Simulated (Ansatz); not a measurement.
The cluster Te4Pb4, relaxed as a singlet with RKS PBE-D4/def2-SVP in Ansatz, starting from the GFN1-xTB geometry. Force threshold 0.03 eV/Å.

In the def2 sets Pb, Te take a core potential; there is no spin–orbit coupling. Another isomer (singlet) lies 0.98 eV lower at PBE0-D4/def2-TZVP; other spin states weren't run for this one.

Start:

Cartesian coordinates in Å:
```
Pb -1.896 1.646 -0.997
Pb -0.825 -2.351 -0.683
Pb 1.408 1.865 -0.957
Pb -0.290 1.632 1.897
Te 1.651 -2.426 0.807
Te -2.162 -0.418 1.074
Te 2.179 0.186 1.305
Te -0.064 -0.134 -2.447
```

(1) Estimate the energy that the relaxation releases and the steps that it takes.

(2) Does the start keep its bonding and symmetry?

(3) Predict the relaxed structure.

Answers

(1) 5.7 kcal/mol, in 6 steps; 26 s on 4 threads of Arm Neoverse V2 on a shared host. No frequencies were taken in this run, so the end may be a saddle point.

(2) By distances, no bond broke or formed. The bond that changes most is Pb3–Te7, from 2.92 to 3.02 Å (atoms count from 1). Point group Cs at the start, Cs at the end, both within 0.05 Å.

(3) 
Cartesian coordinates in Å:
```
Pb -1.9391 1.5326 -1.0342
Pb -0.8918 -2.3057 -0.7139
Pb 1.4342 1.9276 -0.9821
Pb -0.3081 1.6969 1.9403
Te 1.6368 -2.4637 0.7793
Te -2.2303 -0.4287 1.2635
Te 2.2297 0.1639 1.3425
Te 0.0686 -0.1229 -2.5953
```
Bond lengths (bridged metal pairs left out): 9 × Pb–Te 2.94 to 3.04 Å; 1 × Te–Te 2.75 Å.
